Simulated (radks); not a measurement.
Results of a calculation; reference values are marked as such.
Question: Orbital eigenvalues (eV) of neutral thallium, [Hg] 6p1, of relativity; Dirac values are averaged over j with weights 2j + 1. Spin-unpolarised spherical Kohn-Sham, PBEsol, point nucleus unless stated (finite: rms radius 5.4759 fm), a radial shooting solver on a logarithmic mesh with Libxc functionals. A level marked "c x" has the speed of light scaled by that factor and shares open shells by 2j + 1; other Dirac levels either fill j = l - 1/2 first or share by 2j + 1.

| shell | non-rel. |
|---|---|
| 3s | -3062.6 |
| 3p | -2832.7 |
| 3d | -2403.2 |
| 4s | -666.50 |
| 4p | -566.19 |
| 4d | -381.14 |
| 4f | -131.26 |
| 5s | -103.60 |
| 5p | -70.590 |
| 5d | -18.228 |
| 6s | -7.5383 |
| 6p | -2.5867 |

Give the values at the level "Dirac, low j first".

Answer: 
shell  Dirac, low j first  change of magnitude (%)
3s                -3627.7                   +18.45
3p                -3046.6                    +7.55
3d                -2381.6                    -0.90
4s                -808.81                   +21.35
4p                -615.98                    +8.79
4d                -373.26                    -2.07
4f                -113.09                   -13.84
5s                -130.11                   +25.59
5p                -76.825                    +8.83
5d                -14.928                   -18.10
6s                -9.1681                   +21.62
6p                -2.1584                   -16.56
